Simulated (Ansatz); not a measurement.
Cost and result for the atomization energy of CH4B2BrN, SMILES `BBC(=N)Br` (9 atoms, 8 bonds).

```xyz
9

B     0.9158    1.3082    0.0330
B     0.4257   -0.1288   -0.6225
C    -0.7414   -0.7201    0.2635
N    -1.4764   -1.7229    0.2833
Br   -0.9731    0.6289    1.6940
H     0.4791    2.3557   -0.3552
H     1.8436    1.3625    0.7916
H     0.7836   -0.7462   -1.5839
H    -1.2569   -2.3373   -0.5038
```

The species carries charge 0 and has multiplicity 1. Correlated methods include outer-core shells of Br, which these sets cover unevenly. Scalar relativity is left out up to krypton. The geometry is a stationary point of PBE0-D4/def2-TZVP. It is one conformer, not always the lowest. Program: Ansatz. All runs use 4 threads of an Intel Xeon 6975P-C on a shared host. Times are those of one run each, without the atoms' runs, and a repeat can differ threefold. Electronic energies, without spin–orbit coupling; frozen cores. CCSD(T)/CBS adds CCSD(T) − MP2 in def2-TZVPP to the MP2 limit, and its time is that of the two runs behind it. T1 = 0.013; the RHF reference is unstable towards UHF. With those shells the extrapolation isn't a true limit. B3LYP takes the VWN-RPA correlation (the form of Gaussian; ORCA's B3LYP/G).

CCSD(T)/CBS is a level of theory with its own doubt, some kJ/mol a heavy atom from the limit and from the frozen cores, so smaller differences don't rank the functionals.

```json
{"level": "revPBE-D4/def2-TZVPP", "functions": "228", "wall time": "1.1 s", "atomization (kcal/mol)": "762.9", "difference from CCSD(T)/CBS": "15.3", "per bond": "1.9"}
{"level": "BLYP-D4/def2-TZVPP", "functions": "228", "wall time": "1.1 s", "atomization (kcal/mol)": "763.4", "difference from CCSD(T)/CBS": "15.8", "per bond": "2.0"}
{"level": "PBE-D4/def2-TZVPP (with forces)", "functions": "228", "wall time": "1.4 s", "atomization (kcal/mol)": "784.2", "difference from CCSD(T)/CBS": "36.6", "per bond": "4.6"}
{"level": "BHLYP-D4/def2-TZVPP", "functions": "228", "wall time": "1.6 s", "atomization (kcal/mol)": "731.0", "difference from CCSD(T)/CBS": "-16.6", "per bond": "-2.1"}
{"level": "r2SCANh-D4/def2-TZVPP", "functions": "228", "wall time": "2.2 s", "atomization (kcal/mol)": "755.1", "difference from CCSD(T)/CBS": "7.5", "per bond": "0.9"}
{"level": "B3LYP-D4/def2-TZVPP (with forces)", "functions": "228", "wall time": "2.4 s", "atomization (kcal/mol)": "759.2", "difference from CCSD(T)/CBS": "11.6", "per bond": "1.5"}
{"level": "B2PLYP/def2-TZVPP", "functions": "228", "wall time": "2.9 s", "atomization (kcal/mol)": "747.4", "difference from CCSD(T)/CBS": "-0.2", "per bond": "0.0"}
{"level": "CCSD(T)/def2-SVP", "functions": "108", "wall time": "3.6 s", "atomization (kcal/mol)": "706.9", "difference from CCSD(T)/CBS": "-40.7", "per bond": "-5.1"}
{"level": "ωB97X-V/def2-TZVPP", "functions": "228", "wall time": "3.7 s", "atomization (kcal/mol)": "754.6", "difference from CCSD(T)/CBS": "7.0", "per bond": "0.9"}
{"level": "ωB97M-V/def2-TZVPP (with forces)", "functions": "228", "wall time": "5.5 s", "atomization (kcal/mol)": "756.4", "difference from CCSD(T)/CBS": "8.8", "per bond": "1.1"}
{"level": "MP2/def2-QZVPP", "functions": "437", "wall time": "15 s", "atomization (kcal/mol)": "757.4", "difference from CCSD(T)/CBS": "9.8", "per bond": "1.2"}
{"level": "CCSD(T)/def2-TZVPP", "functions": "228", "wall time": "33 s", "atomization (kcal/mol)": "726.6", "difference from CCSD(T)/CBS": "-21.0", "per bond": "-2.6"}
{"level": "CCSD(T)/CBS(def2)", "functions": "–", "wall time": "48 s", "atomization (kcal/mol)": "747.6", "difference from CCSD(T)/CBS": "0.0", "per bond": "0.0"}
```

In def2-TZVPP, CCSD(T) changes the Hartree–Fock value by +193.6 kcal/mol (the triples alone add +15.5 kcal/mol) and MP2 by +212.2 kcal/mol; breaking electron pairs costs correlation energy, which Hartree–Fock lacks. From PBE to PBE0 (25 % exact exchange), in def2-TZVPP and without D4, the atomization energy moves by −19.8 kcal/mol: exact exchange takes away binding that semilocal exchange gives to molecules. At CCSD(T), def2-SVP lies −40.7 kcal/mol from the extrapolated value and def2-TZVPP −21.0 kcal/mol: correlation converges slowly with the basis, and small sets miss more of it in the bonded molecule than in its fragments.
